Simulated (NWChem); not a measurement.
**Lowest excitation of H$_{2}$O$_{2}$Si**

```xyz
5

Si    -0.1560     0.6205     0.0000
O     -1.2066    -0.6914     0.0000
H     -0.7626    -1.5648     0.0000
O      1.3117    -0.2396     0.0000
H      2.1068     0.3249     0.0000
```
Charge 0, spin multiplicity 1.

The numbers come from NWChem runs, not from measurements. Structure: optimised with PBE/def2-SVP, a minimum by its harmonic frequencies. It is one conformer; others weren't searched.

Basis set: def2-SVPD.

The correlated methods keep 7 core orbitals frozen. The structure started from a generated list of species. No row is a measurement; the coupled-cluster row has its own basis-set and correlation limits.

### Question
One of these methods gave a lowest vertical singlet excitation energy of 4.99 eV. Which?
A) TD-CAM-B3LYP
B) CIS
C) TD-PBE
D) EOM-CCSD

### Answer
C, TD-PBE. The others give 5.67 (CIS), 5.38 (EOM-CCSD), 5.20 (TD-CAM-B3LYP).
